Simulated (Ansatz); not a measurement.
Basis sets compared for Mo₃Se₈. Charge 0, multiplicity 1. Geometry PBE-D4/def2-SVP. Ansatz on 2 threads of AMD EPYC 7R13 on a shared host and a share (18 GiB) of an NVIDIA H100 80GB HBM3; times are rough, and most runs start from earlier orbitals.

Cartesian coordinates in Å:
```
Mo 0.295 -0.797 -1.075
Mo -1.204 1.414 -0.870
Mo -0.052 0.387 1.314
Se -0.541 2.787 1.028
Se 2.722 -0.978 -1.321
Se -3.146 0.308 -0.612
Se 2.080 -1.359 0.979
Se 0.031 0.848 -2.892
Se 2.222 0.764 2.131
Se -0.916 -2.679 -1.352
Se -1.492 -0.696 2.671
```

In the def2 sets Mo takes a core potential; there is no spin–orbit coupling. Single mean-field runs in def2-TZVP are fitted with def2-universal-jkfit. The restricted singlet is unstable towards broken spin symmetry in Hartree–Fock (as tested in another run); at PBE-D4/def2-SVP, PBE0-D4/def2-SVP, PBE0-D4/def2-TZVP this wasn't settled. No other spin state of charge 0 was run. Another isomer (singlet) lies 0.16 eV lower at PBE0-D4/def2-TZVP; other spin states weren't run for this one.

Binding counts from free atoms (Mo septet, Se triplet) in the same basis, without a counterpoise term.

```csv
level,functions,energy (Eh),HOMO (eV),LUMO (eV),binding per atom (eV),wall time
PBE-D4/def2-SVP,349,-19412.4827,-5.62,-4.80,3.80,4.2 s
PBE0-D4/def2-SVP,349,-19412.8731,-6.68,-4.34,3.31,6.5 s
```

(1) Estimate the rows for PBE-D4/def2-TZVP (with forces), PBE0-D4/def2-TZVP.

Answers

(1) 
```tsv
level	functions	energy (Eh)	HOMO (eV)	LUMO (eV)	binding per atom (eV)	wall time
PBE-D4/def2-TZVP (with forces)	504	-19414.9002	-5.64	-4.83	3.78	5.5 s
PBE0-D4/def2-TZVP	504	-19415.2933	-6.66	-4.33	3.31	8.5 s
```
